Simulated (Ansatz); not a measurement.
Relaxation of C₃H₉F₂NOSi (17 atoms, charge 0, multiplicity 1), to a largest force component of 0.02 eV/Å in at most 40 steps.

Level of theory: RKS B3LYP/STO-3G (Ansatz 0.2.0).

```xyz
17
Properties=species:S:1:pos:R:3
Si 0.000 0.000 0.000
N 0.000 0.000 1.820
C -1.216 -0.376 2.555
H -1.864 -1.000 1.905
H -0.938 -0.953 3.461
H -1.766 0.540 2.855
C 1.216 0.376 2.555
H 1.464 -0.416 3.292
H 2.058 0.494 1.842
H 1.046 1.335 3.087
O 1.584 0.000 -0.559
C 2.350 -1.163 -0.836
H 1.719 -1.905 -1.367
H 3.218 -0.893 -1.473
H 2.714 -1.602 0.116
F -0.749 1.297 -0.529
F -0.749 -1.297 -0.529
```

Where does it end, and by what steps?

It converged. Limits of this set-up: minimal basis. After 14 steps the energy has fallen by 0.504 eV; F17 moved furthest, 0.55 Å.

```
step  energy less start (eV)  largest force component (eV/Å)  accepted
   0                  0.0000                           3.659       yes
   1                 -0.3421                           1.827       yes
   2                 -0.4345                           0.433       yes
   3                 -0.4578                           0.422       yes
   4                 -0.4613                           0.884       yes
   5                 -0.4875                           0.248       yes
   6                 -0.4946                           0.215       yes
   7                 -0.4974                           0.058       yes
   8                 -0.4997                           0.086       yes
   9                 -0.5012                           0.087       yes
  10                 -0.5024                           0.086       yes
  11                 -0.5032                           0.049       yes
  12                 -0.5039                           0.052       yes
  13                 -0.5041                           0.034       yes
  14                 -0.5041                           0.008       yes
```

```xyz
17
Properties=species:S:1:pos:R:3
Si 0.061 0.170 -0.024
N 0.222 -0.203 1.674
C -0.975 -0.674 2.427
H -1.631 -1.240 1.741
H -0.675 -1.346 3.255
H -1.571 0.154 2.871
C 1.166 0.582 2.516
H 1.515 -0.025 3.375
H 2.050 0.864 1.915
H 0.720 1.514 2.929
O 1.567 0.049 -0.816
C 2.145 -1.289 -0.691
H 1.562 -2.068 -1.233
H 3.157 -1.258 -1.142
H 2.253 -1.628 0.364
F -0.420 1.690 -0.349
F -1.057 -0.855 -0.619
```

Run time: 80 s on 1 thread of Arm Neoverse V2, on a shared host, peak memory 0.19 GiB.
